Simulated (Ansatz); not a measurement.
Sr₂S₂⁺ (the lowest doublet isomer of a short search), 4 atoms. Hardware: 4 threads of Arm Neoverse V2 on a shared host.

In the def2 sets Sr takes a core potential; there is no spin–orbit coupling. Correlated methods freeze 10 core orbitals; core or outer-core shells of Sr are correlated, in sets that lack core-valence functions.

Problem. How many basis functions does each of these Ansatz runs have, and roughly what does it cost? PBE0-D4/def2-TZVP, charge 0 triplet at the geometry of the charge 1 doublet, energy; r2SCAN-D4/def2-TZVP, charge 1 quartet, relaxation, 7 steps; r2SCAN-D4/def2-TZVP, charge 1 quartet, energy, from earlier orbitals; r2SCAN-D4/def2-TZVP, charge 1 doublet, energy, from earlier orbitals; BLYP-D4/def2-TZVP, charge 1 doublet, energy, from earlier orbitals; PBE-D4/def2-TZVP, charge 1 doublet, energy, from earlier orbitals; MP2/def2-TZVP, charge 1 doublet, energy, from earlier orbitals; RPA@PBE/def2-TZVP, charge 1 quartet, energy, from earlier orbitals; r2SCAN-D4/def2-TZVP, charge 0 triplet at the geometry of the charge 1 doublet, energy, from earlier orbitals; PBE-D4/def2-TZVP, charge 0 triplet at the geometry of the charge 1 doublet, energy, from earlier orbitals; B3LYP-D4/def2-TZVP, charge 1 doublet, energy, from earlier orbitals; PBE0-D4/def2-TZVP, charge 1 quartet, energy, from earlier orbitals.

Solution. Other jobs shared the machine, so times can vary by a factor of up to 3. A dash marks memory too small to be measured apart from the calling script's.

| run | functions | fitting or Cholesky vectors | wall time | peak host memory (GiB) |
| --- | --- | --- | --- | --- |
| MP2/def2-TZVP, charge 1 doublet, energy, from earlier orbitals | 140 | 1026 | 2.5 s | – |
| PBE-D4/def2-TZVP, charge 1 doublet, energy, from earlier orbitals | 140 | 1148 | 2.7 s | – |
| PBE-D4/def2-TZVP, charge 0 triplet at the geometry of the charge 1 doublet, energy, from earlier orbitals | 140 | 1148 | 2.8 s | – |
| PBE0-D4/def2-TZVP, charge 1 quartet, energy, from earlier orbitals | 140 | 1186 | 3.6 s | – |
| BLYP-D4/def2-TZVP, charge 1 doublet, energy, from earlier orbitals | 140 | 1148 | 3.6 s | – |
| PBE0-D4/def2-TZVP, charge 0 triplet at the geometry of the charge 1 doublet, energy | 140 | 1186 | 4.3 s | – |
| B3LYP-D4/def2-TZVP, charge 1 doublet, energy, from earlier orbitals | 140 | 1168 | 4.3 s | – |
| RPA@PBE/def2-TZVP, charge 1 quartet, energy, from earlier orbitals | 140 | 1026 | 4.4 s | – |
| r2SCAN-D4/def2-TZVP, charge 1 quartet, energy, from earlier orbitals | 140 | 1148 | 7 s | – |
| r2SCAN-D4/def2-TZVP, charge 1 doublet, energy, from earlier orbitals | 140 | 1148 | 7.5 s | – |
| r2SCAN-D4/def2-TZVP, charge 0 triplet at the geometry of the charge 1 doublet, energy, from earlier orbitals | 140 | 1148 | 8 s | – |
| r2SCAN-D4/def2-TZVP, charge 1 quartet, relaxation, 7 steps | 140 | 1148 | 28 s | – |
